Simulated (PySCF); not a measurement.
This PySCF input asks for the NMR shieldings of `C[C@@H]1C[Si@@H](C[SiH3])[C@H]1F`, C$_{5}$H$_{13}$FSi$_{2}$; the geometry comes from GFN2-xTB.

```python
import basis_set_exchange as bse
import numpy as np
from pyscf import gto, dft
from pyscf.prop import nmr

atoms = """
C    -3.049480    0.259346   -0.553863
C    -1.642255   -0.272278   -0.345615
C    -1.189256   -0.333825    1.131457
Si    0.508373    0.442539    0.702216
C     1.978558   -0.730469    0.522307
Si    3.406387   -0.041237   -0.536744
C    -0.526947    0.623643   -0.916352
F     0.022621    0.114160   -2.085265
H    -3.146037    1.252861   -0.118277
H    -3.280529    0.323306   -1.615570
H    -3.777754   -0.396953   -0.080895
H    -1.554272   -1.258629   -0.807339
H    -1.218580   -1.336005    1.552530
H    -1.814795    0.298177    1.759331
H     0.828122    1.709860    1.368029
H     1.635558   -1.663061    0.073931
H     2.356191   -0.984115    1.512142
H     2.932707    0.329298   -1.864969
H     4.443000   -1.073810   -0.642944
H     3.961421    1.129126    0.150457
H    -0.881953    1.625009   -1.173944
"""
names = dict.fromkeys(["C", "Si", "F", "H"], "pcSseg-1")
basis = {el: gto.basis.parse(bse.get_basis(n, elements=[el], fmt="nwchem")) for el, n in names.items()}
mol = gto.M(atom=atoms, basis=basis, charge=0, verbose=0)
mf = dft.RKS(mol, xc="PBE0")
mf.grids.level = 2
mf.grids.alignment = dft.numint.BLKSIZE   # the property module wants whole blocks of grid points
mf.conv_tol = 1e-9
mf.kernel()

calc = nmr.RKS(mf)   # GIAO
C = mf.mo_coeff
Co = C[:, mf.mo_occ > 0]
resp = mf.gen_response(singlet=True, hermi=2)
def vind(x):   # induced exchange potential for any number of trial vectors
    d = np.einsum("pi,xij,qj->xpq", C, 2 * x.reshape(-1, C.shape[1], Co.shape[1]), Co, optimize=True)
    return np.einsum("xpq,pi,qj->xij", resp(d - d.transpose(0, 2, 1)), C, Co, optimize=True).ravel()
mo1, _ = nmr.rhf.solve_mo1(calc, with_cphf=vind)
sigma = calc.kernel(mo1)
for i, s in enumerate(sigma):   # ppm
    print("%2d %-2s %9.2f" % (i, mol.atom_pure_symbol(i), np.trace(s) / 3))
```

Problem. What are the results?

Solution. 
```
 0 C     161.26
 1 C     145.14
 2 C     169.49
 3 Si    365.57
 4 C     197.83
 5 Si    425.01
 6 C      87.94
 7 F     402.10
 8 H      30.78
 9 H      30.12
10 H      30.42
11 H      29.01
12 H      30.21
13 H      31.11
14 H      26.77
15 H      31.37
16 H      31.67
17 H      27.65
18 H      27.55
19 H      27.79
20 H      27.02
```

These numbers come from an equivalent density-fitted implementation of the same equations, which agrees with the script to about 0.01 ppm for H and up to a few tenths of a ppm for heavy atoms, so last digits may differ.

Problem. Turn these shieldings into chemical shifts. Shifts are taken against calculated references (same method and geometry level): 13C (σ = 186.93 ppm) and 29Si (σ = 349.16 ppm) and 1H (σ = 31.72 ppm) against TMS; 19F (σ = 170.95 ppm) vs CFCl3.

Solution. Averaging equivalent atoms: C 6: 99.0; C 1: 41.8; C 0: 25.7; C 2: 17.4; C 4: -10.9; Si 3: -16.4; Si 5: -75.9; F 7: -231.2; H 14: 4.95; H 20: 4.70; H 17/18/19: 4.06; H 11: 2.71; H 12: 1.51; H 8/9/10: 1.28; H 13: 0.61; H 15: 0.35; H 16: 0.05 ppm. Unscaled 19F shifts against computed CFCl3 carry errors that often reach 10 to 50 ppm.

Size and cost of the density-fitted run: 215 basis functions, 65 s wall time on 1 thread of an Arm Neoverse N1, shared host; peak memory 0.88 GiB.
